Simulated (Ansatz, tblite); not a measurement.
Forces on AuF₂⁻ at its PBE-D4/def2-TZVPD geometry. Total charge -1; singlet.

In the def2 sets Au takes a core potential; there is no spin–orbit coupling. The xTB rows come from tblite. The structure comes from a short search, and lower isomers may exist.

GFN1-xTB (tblite), largest force 0.30 eV/Å:

```xyz
3
positions Å, forces eV/Å
Au    0.000    0.000    0.000    0.000    0.000    0.000
F    -1.986    0.129   -0.149   -0.302    0.020   -0.023
F     1.986   -0.129    0.149    0.302   -0.020    0.023
```

GFN2-xTB (tblite), largest force 0.30 eV/Å:

```
Au 0.000 0.000 0.000
F 0.303 -0.020 0.023
F -0.303 0.020 -0.023
```

PBE-D4/def2-TZVPD (Ansatz), largest force 0.01 eV/Å:

```
Au 0.000 0.000 0.000
F -0.007 0.000 -0.001
F 0.006 0.000 0.000
```
